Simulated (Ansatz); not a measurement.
Reaction (formal exchange of groups at a Ge–F bond): `[F][GeH2][SiH3]` + `C#CF` → `FC#[C][GeH2][SiH3]` + H–F

Isolated molecules relaxed with PBE0-D4/def2-TZVP in Ansatz; ΔE leaves out vibrations. CCSD(T)/CBS adds triple-zeta CCSD(T) − MP2 to the extrapolated MP2 energy (def2 sets, frozen cores). This one scheme is used for every species. For Ge outer-core shells are correlated without core-valence functions, which leaves a few kJ/mol of doubt a bond. Scalar relativity is left out up to krypton.

`[F][GeH2][SiH3]`:

Cartesian coordinates in Å:
```
F 1.893 -0.044 1.339
Ge 0.949 0.660 0.042
Si -1.043 -0.638 -0.127
H 0.716 2.125 0.455
H 1.853 0.597 -1.202
H -0.696 -2.045 -0.448
H -1.885 -0.074 -1.215
H -1.787 -0.579 1.156
```

`C#CF`:

Cartesian coordinates in Å:
```
C -0.212 0.430 -0.436
C 0.178 -0.361 0.366
F 0.594 -1.204 1.220
H -0.560 1.135 -1.151
```

`FC#[C][GeH2][SiH3]`:

Cartesian coordinates in Å:
```
F -1.068 0.895 3.704
C -0.706 0.912 2.487
C -0.363 0.938 1.335
Ge 0.176 0.898 -0.483
Si 0.301 -1.376 -1.179
H 1.537 1.603 -0.590
H -0.858 1.689 -1.301
H 0.717 -1.445 -2.605
H 1.295 -2.098 -0.344
H -1.031 -2.017 -1.026
```

H–F:

```xyz
2

F     0.388   -0.212    0.125
H    -0.388    0.212   -0.125
```

| level | ΔE (kcal/mol) |
| --- | --- |
| MP2/def2-QZVPP | 3.6 |
| MP2/CBS(def2) | 3.5 |

Question: What does CCSD(T)/CBS give? (An estimate is asked.)

Answer: The calculation gave: +4.9 kcal/mol. The listed levels differ from it by -1.3, -1.4 kcal/mol.

Question: What do rigid-rotor, harmonic-oscillator terms from PBE0-D4/def2-TZVP frequencies (298.15 K, 1 bar) make of the CCSD(T)/CBS value? (An estimate is asked.)

Answer: Ansatz gave: ΔZPE = -0.7 kcal/mol, ΔH = +5.0 kcal/mol, ΔS = -4 J/(mol·K), ΔG = +5.3 kcal/mol.

Largest T1 diagnostic among the species: 0.013.

From r2SCAN to r2SCAN0 (25 % exact exchange), in def2-TZVPP and without D4, ΔE moves by −1.0 kcal/mol. At CCSD(T), def2-SVP lies +2.9 kcal/mol from the extrapolated value and def2-TZVPP −0.2 kcal/mol.
